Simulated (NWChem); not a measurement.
Molecule: C4H2F2O; SMILES c1oc(c(F)c1)F

```xyz
9

F     -0.6368     1.9598     0.0000
C     -0.4644     0.6502     0.0000
C     -1.4839    -0.3490     0.0000
C     -0.8229    -1.5387     0.0000
O      0.5191    -1.3357     0.0000
C      0.7206    -0.0189     0.0000
F      1.9615     0.3822     0.0000
H     -2.5588    -0.1849     0.0000
H     -1.1483    -2.5745     0.0000
```
Atoms are numbered in this order, from 1.

All runs: NWChem. Pople sets run with spherical d functions. All runs use the structure optimised with PBE0/def2-SVP. Vzz is the largest principal value of the second derivative of the potential at the nucleus (NWChem prints the opposite sign); η is the asymmetry. Non-relativistic.

For level B3LYP/def2-SVP:

Vzz O5 (a.u.): 1.386

**Question.** How do the values read with level B3LYP/6-31G* instead?

**Answer.** 
- Vzz O5 (a.u.) = 1.350
